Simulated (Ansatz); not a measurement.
Molecule: Si$_{2}$H$_{3}$, charge 0, multiplicity 2. It need not be the lowest isomer of its formula. 
Geometry from a B3LYP-D3(BJ)/def2-TZVP (Ansatz, a first-principles code) optimisation:
```xyz
5

Si     1.3556    -0.0430     0.0636
Si    -1.0216     0.0376    -0.0641
H     -1.6200     1.3803    -0.2902
H     -1.3972    -0.3963     1.3167
H     -1.6584    -0.9078    -1.0196
```
Charge 0, spin multiplicity 2.

Wanted: vertical electron affinity (to the triplet state of charge -1; a negative value means that the extra electron is unbound and the number depends on the basis; each state is the SCF solution reached for its spin; the UHF <S^2> is 1.02 for the doublet (pure: 0.75); for the doublet T1 is 0.066), in eV. Correlated levels leave the core frozen unless marked. UHF or UKS for open shells. Spin-orbit coupling is left out. Non-relativistic. Anions need diffuse functions: aug- sets have them; def2-D sets add few. 

| level | program | vertical electron affinity (eV) |
|---|---|---|
| wB97M-V/def2-TZVPD | Ansatz | 1.45 |
| MP2/def2-SVPD | Ansatz | 1.46 |
| MP2/aug-cc-pV(T+d)Z | Ansatz | 1.78 |
| RI-MP2/aug-cc-pV(Q+d)Z | Ansatz | 1.81 |
| RI-MP2/def2-TZVPPD | Ansatz | 1.70 |
| CCSD/aug-cc-pV(T+d)Z | Ansatz | 1.57 |
